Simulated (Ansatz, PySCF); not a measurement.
This Ansatz (an electronic-structure program) input computes a PBE0/def2-TZVPD energy:

Ansatz 0.2 input:
```yaml
crystal:
  periodic: [false, false, false]
  atoms:
    - {symbol: Se, position_ang: [0.19742117, -0.16359053, 0.58407614]}
    - {symbol: Cl, position_ang: [0.90839488, 1.43153558, -0.62899113]}
    - {symbol: Cl, position_ang: [-1.25707067, -1.14350709, -0.61827994]}
    - {symbol: H, position_ang: [-0.78483133, 0.66559362, 1.34501945]}
basis:
  gaussian:
    orbitals: def2-TZVPD
hamiltonian:
  xc: {name: PBE0}
total_charge: 1
output: {forces: true}
```

Write an input for the same energy in PySCF and say what it gives.


```python
from pyscf import gto, scf, dft

mol = gto.M(
    atom='''
    Se    0.19742117   -0.16359053    0.58407614
    Cl    0.90839488    1.43153558   -0.62899113
    Cl   -1.25707067   -1.14350709   -0.61827994
    H    -0.78483133    0.66559362    1.34501945
    ''',
    basis='def2-tzvpd',
    charge=1,
    spin=0,
    verbose=4,
)

mf = dft.RKS(mol, xc='pbe0').density_fit(auxbasis='def2-universal-jkfit')
mf.grids.level = 3
mf.conv_tol = 1e-9
mf.max_cycle = 100
mf.max_memory = 1500
mf.kernel()
if not mf.converged:
    mf = mf.newton()
    mf.kernel(mf.make_rdm1())
mf.analyze()
```
It gives -3321.67355 Eh, and Ansatz -3321.67351 Eh, a difference of 0.04 mEh, from the treatment of integrals and grids.

It need not be the lowest isomer of its formula.
